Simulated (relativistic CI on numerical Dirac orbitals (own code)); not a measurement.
Sensitivity of the levels of Ta XXII to α and to the nuclear radius

Method of calculation: Dirac-Coulomb-Breit CI, separate exchange-only KLI orbitals for each configuration, derivatives by finite differences, unscaled Slater integrals, QED left out (own radial code, finite nucleus).

Configuration list (outside the closed core [Kr] 4d10): 4f⁶, 4f⁵5s, 4f⁴5s². Levels of other configurations are missing.

With x = (α/α₀)² − 1 an excitation energy changes as ω = ω₀ + qx; K = 2q/ω₀ is the relative enhancement. Terms are leading LS components, so labels can repeat. The field-shift factor is F = δν/δ⟨r²⟩ for the transition from the lowest level.

Lowest level 4f⁶ ⁷F0.

| Level | ω₀ (cm⁻¹) | q (cm⁻¹) | K | F (GHz/fm²) |
| --- | --- | --- | --- | --- |
| 4f⁶ ⁷F1 | 4137.2 | 10030 | 4.85 | 0.392 |
| 4f⁶ ⁷F2 | 9077.4 | 18380 | 4.05 | 0.735 |
| 4f⁶ ⁷F3 | 13968.1 | 24470 | 3.5 | 0.998 |
| 4f⁶ ⁷F4 | 18551.7 | 28730 | 3.1 | 1.2 |
| 4f⁶ ⁷F5 | 22672.1 | 31270 | 2.76 | 1.33 |
| 4f⁶ ⁷F6 | 26058.6 | 31310 | 2.4 | 1.37 |
| 4f⁶ ⁵D0 | 35571.4 | 4804 | 0.27 | 0.529 |
| 4f⁶ ⁵D1 | 46538.4 | 17580 | 0.756 | 1.08 |
| 4f⁶ ⁵L6 | 56395.3 | 6228 | 0.221 | 0.765 |
| 4f⁶ ⁵D2 | 57927.3 | 26530 | 0.916 | 1.51 |
| 4f⁶ ⁵L7 | 64507.0 | 19930 | 0.618 | 1.32 |
| 4f⁶ ⁵G2 | 65903.0 | 14020 | 0.425 | 1.15 |
| 4f⁶ ⁵G6 | 66905.1 | 21770 | 0.651 | 1.42 |

At this charge energies of transitions that change n are usually good to better than 1 %, and those within a shell (Δn = 0) to a few per cent. Terms inside the open d or f shell come out 10 to 20 % too wide with unscaled integrals.
